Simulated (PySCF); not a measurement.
## C₆ coefficients of unlike pairs at PBE0

Calculated with PySCF 2.14 from the dipole response of each species, C₆(A,B) = (3/π) ∫ α_A(iu) α_B(iu) du, in atomic units, from isotropic polarisabilities. For ions this is the dispersion term alone; charge-induced terms of lower order in 1/R come first.

```tsv
species	configuration	basis	relativity	α (bohr³)	C₆ (like pair)
Ag⁺	[Kr] 4d10 (1S)	x2c-TZVPPall with one added diffuse shell each of s, p, d, f type (9s7p7d3f1g)	spin-free X2C	9.878	59.01
I	[Kr] 4d10 5s2 5p5 (2P)	aug-cc-pV5Z-PP with ECP28MDF (8s8p6d4f3g2h)	core potential	33.22	359.3
Fe	[Ar] 3d6 4s2 (5D)	aug-cc-pwCVTZ (10s9p7d4f3g)	none	67.07	610.7
N²⁺	[He] 2s2 2p1 (2P)	dyall-av2z (11s7p2d)	none	2.597	3.675
```

Question: Estimate C₆ for Fe with Ag⁺.

Answer: The integral gives 153.1. The combination rule 2 C_A C_B / (C_A α_B/α_A + C_B α_A/α_B) gives 146.9 and the geometric mean 189.8.

No spin-orbit coupling is included.

The other pairs:

| pair | C₆ |
| --- | --- |
| N²⁺, Ag⁺ | 14.67 |
| Fe, I | 435.4 |
| N²⁺, Fe | 39.59 |
| I, Ag⁺ | 138.5 |
| N²⁺, I | 35.30 |
